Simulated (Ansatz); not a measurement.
`[CH3][V](=[O])([OH])[F]` + H–F → `[O]=[V]([OH])([F])[F]` + CH₄ at 400 K and 1 bar (ligand exchange at a V–C bond).

Computed with Ansatz on PBE0-D4/def2-TZVP structures; ΔE is electronic, products minus reactants. CCSD(T)/CBS adds triple-zeta CCSD(T) − MP2 to the extrapolated MP2 energy (def2 sets, frozen cores). This one scheme is used for every species. For V outer-core shells are correlated without core-valence functions, which leaves a few kJ/mol of doubt a bond. Scalar relativity is left out up to krypton. Each species was taken in one conformer, which may not be the lowest.

| species | CCSD(T)/CBS energy (Eh) | H − E (kJ/mol) | S (J/(mol·K)) |
| --- | --- | --- | --- |
| `[CH3][V](=[O])([OH])[F]` | -1234.17043 | 177.5 | 379.3 |
| H–F | -100.39570 | 36.5 | 182.2 |
| `[O]=[V]([OH])([F])[F]` | -1294.15888 | 86.3 | 349.1 |
| CH₄ | -40.46206 | 131.3 | 197.2 |

H − E and S are ideal-gas, rigid-rotor, harmonic terms from PBE0-D4/def2-TZVP, for one conformer and one mirror image of each species. 1 Eh = 2625.50 kJ/mol, R = 8.31446 J/(mol·K).

Q: By hand: ΔE, ΔH, ΔS and ΔG.

A: ΔE = (-1294.15888) + (-40.46206) − (-1234.17043) − (-100.39570) = -0.05481 Eh = -143.9 kJ/mol. Δ(H − E) = 86.3 + 131.3 − 177.5 − 36.5 = 3.6, so ΔH = -140.3 kJ/mol. ΔS = 349.1 + 197.2 − 379.3 − 182.2 = -15.2 J/(mol·K). ΔG = -140.3 − 400 × (-15.2)/1000 = -134.2 kJ/mol.

Q: By hand: the equilibrium constant, and the temperature at which ΔG would vanish if ΔH and ΔS stayed fixed.

A: log₁₀ K = −ΔG/(RT ln 10) = 17.5. ΔG = 0 at ΔH/ΔS = 9230 K, far beyond where these terms or the molecules hold.

ΔH outweighs TΔS. A doubt of 5 kJ/mol in ΔE shifts log₁₀ K by 0.7 here. Other conformers and mirror images would add mixing entropy, several J/(mol·K) or more a flexible species. These are equilibria of isolated gas molecules and say nothing of rates. Largest T1 diagnostic: 0.032 (customary marks: 0.02 for closed shells, 0.045 for open ones).
